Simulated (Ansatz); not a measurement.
Gas-phase electronic energies from Ansatz, PBE0-D4/def2-TZVP geometries. CBS: MP2 limit from def2 TZ/QZ plus the TZ coupled-cluster correction, frozen cores. DFT in def2-TZVPP. One conformer a species, not always the lowest.

Reaction (isomerisation): `CC([SiH3])CO` → `CO[SiH](C)C`

`CC([SiH3])CO`:

Z-matrix (Å, degrees):
```
C
C 1 1.527
H 1 1.091 2 110.6
H 1 1.092 2 111.6 3 -120.4
H 1 1.095 2 111.0 3 119.5
Si 2 1.884 1 111.1 3 179.1
C 2 1.515 1 112.0 3 -56.1
H 2 1.098 1 109.0 3 62.4
H 6 1.489 2 111.2 1 -177.4
H 6 1.487 2 109.7 1 -57.0
H 6 1.490 2 110.3 1 62.4
O 7 1.416 2 108.7 1 61.7
H 7 1.099 2 110.1 1 -177.3
H 7 1.101 2 109.5 1 -59.1
H 12 0.960 7 108.6 2 -176.0
```

`CO[SiH](C)C`:

Cartesian coordinates in Å:
```
C 1.651 0.397 1.558
O 0.441 -0.225 1.210
Si -0.474 0.248 -0.079
C -2.035 -0.757 -0.005
C 0.440 -0.001 -1.687
H 1.540 1.486 1.640
H 1.973 0.012 2.528
H 2.440 0.185 0.826
H -0.777 1.707 0.065
H -1.813 -1.823 -0.099
H -2.714 -0.478 -0.815
H -2.553 -0.600 0.943
H 0.694 -1.053 -1.837
H -0.178 0.322 -2.531
H 1.365 0.580 -1.718
```

(1) Is it downhill or uphill in electronic energy at CCSD(T)/CBS, and by how much? (An estimate is asked.)

(2) What do these levels give: PBE-D4, r2SCAN-D4, ωB97X-V, ωB97M-V, B2PLYP, r2SCAN, HF/def2-TZVPP, CCSD(T)/def2-TZVPP, HF/def2-QZVPP, SCS-MP2/def2-QZVPP, HF/CBS(def2), CCSD/CBS(def2)? (Best estimate.)

Largest T1 diagnostic among the species: 0.010.

## Answers

(1) The calculation gave: Downhill: ΔE = -182.6 kJ/mol.

(2) Computed: PBE-D4 -174.9, r2SCAN-D4 -190.0, ωB97X-V -180.9, ωB97M-V -185.5, B2PLYP -189.8, r2SCAN -190.3, HF/def2-TZVPP -196.5, CCSD(T)/def2-TZVPP -180.0, HF/def2-QZVPP -198.0, SCS-MP2/def2-QZVPP -185.4, HF/CBS(def2) -198.2, CCSD/CBS(def2) -185.0 kJ/mol.

In def2-TZVPP, CCSD(T) changes the Hartree–Fock value by +16.4 kJ/mol (the triples alone add +2.4 kJ/mol) and MP2 by +12.2 kJ/mol. From PBE to PBE0 (25 % exact exchange), in def2-TZVPP and without D4, ΔE moves by −3.1 kJ/mol.
